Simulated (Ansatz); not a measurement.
```yaml
crystal:
  periodic: [false, false, false]
  atoms:
    - {symbol: N, position_ang: [0.037517, 0.382066, 1.672318]}
    - {symbol: C, position_ang: [-0.185501, 0.470570, 0.180609]}
    - {symbol: N, position_ang: [1.120395, -0.182181, -0.493148]}
    - {symbol: Ga, position_ang: [-1.024759, -0.809998, -0.892356]}
    - {symbol: Cl, position_ang: [-1.466950, -0.186662, -2.978020]}
    - {symbol: H, position_ang: [-1.002450, 0.245643, 2.028565]}
    - {symbol: D, position_ang: [0.520186, 1.175702, 2.100412]}
    - {symbol: H, position_ang: [-0.122110, 1.506859, -0.438926]}
    - {symbol: H, position_ang: [1.577577, -0.731802, 0.293804]}
    - {symbol: H, position_ang: [1.754194, 0.372836, -0.887958]}
    - {symbol: H, position_ang: [-1.442211, -2.311989, -0.535196]}
basis:
  gaussian: {orbitals: cc-pVDZ}
magnetization: {spin_polarized: true, initial_magnetization: 0}
hamiltonian: {xc: {name: r2SCANh}, dispersion: d3bj}
```

```sh
$ ansatz run in.yaml --threads 4 --pin off --events-out ev --progress --plain --max-ram 10444MiB
```

It prints (some lines left out):

```
Error: YAML parse error: error: line 10 column 16: `D` is not an element symbol (H … Og, case-exact)
 8 |     - {symbol: Cl, position_ang: [-1.466950, -0.186662, -2.978020]}
 9 |     - {symbol: H, position_ang: [-1.002450, 0.245643, 2.028565]}
10 |     - {symbol: D, position_ang: [0.520186, 1.175702, 2.100412]}
11 |     - {symbol: H, position_ang: [-0.122110, 1.506859, -0.438926]}
12 |     - {symbol: H, position_ang: [1.577577, -0.731802, 0.293804]}
```

Something in this input is off. What?

An element symbol is wrong. The input was rejected before any iteration.
